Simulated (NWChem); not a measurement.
SiH4TeSe; SMILES [Te]([SiH3])[SeH]

```xyz
7

Te     0.6893     0.6520     0.0071
Se    -0.1825    -1.7670     0.0277
H     -0.2637    -1.9043    -1.4527
Si    -1.6487     1.6151     0.0086
H     -2.4036     1.1516     1.2213
H     -2.3830     1.1999    -1.2350
H     -1.5051     3.1145     0.0357
```
Atoms are numbered in this order, from 1.

All runs: NWChem. All runs use the structure optimised with PBE-D3(BJ)/def2-SVP. def2 effective core potentials on Te; no spin-orbit coupling.

For level PBE0/STO-3G (all-electron, non-relativistic):

```
Property                     Value
---------------------------  -----
highest occupied level (eV)  -4.22
orbital gap (eV)              5.63
dipole (D)                    2.38
```

How do the values read with level PBE0/def2-SVP (core potentials) instead?


| Item | Result |
|---|---|
| highest occupied level (eV) | -6.59 |
| orbital gap (eV) | 4.44 |
| dipole (D) | 1.01 |
